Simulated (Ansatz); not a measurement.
A series at Zr: from zirconium tetrachloride, ligands are replaced one by one, each step taking up H–F and setting free HCl; n counts the steps. Ansatz, PBE0-D4/def2-TZVP geometries.

```csv
n,molecule,"HOMO energy, ωB97M-V/def2-TZVPP (eV)"
0,`[Cl][Zr]([Cl])([Cl])[Cl]`,?
1,`[F][Zr]([Cl])([Cl])[Cl]`,-11.89
2,`[F][Zr]([F])([Cl])[Cl]`,-12.02
3,`[F][Zr]([F])([F])[Cl]`,-12.26
4,`[F][Zr]([F])([F])[F]`,-14.72
```

**Question.** By hand: fit a straight line y = ȳ + b (n − n̄) to the 4 given rows and predict n = 0.

**Answer.** n̄ = 2.500, ȳ = -12.723; Σ(n − n̄)(y − ȳ) = -4.365, Σ(n − n̄)² = 5.000, so b = -0.873 eV a step. Prediction: -12.723 + (-0.873) × (-2.500) = -10.54 eV.

**Question.** By hand: compare with the computed value, -11.92 eV, and give the steps along the whole series.

**Answer.** The line misses by -1.38 eV (computed minus predicted). Steps: 0.03, -0.13, -0.24, -2.46 eV.

The steps change sign along the series, so a line is a poor guide. The highest orbital can change its character along such a series. The miss is 48.8 % of the series' range.
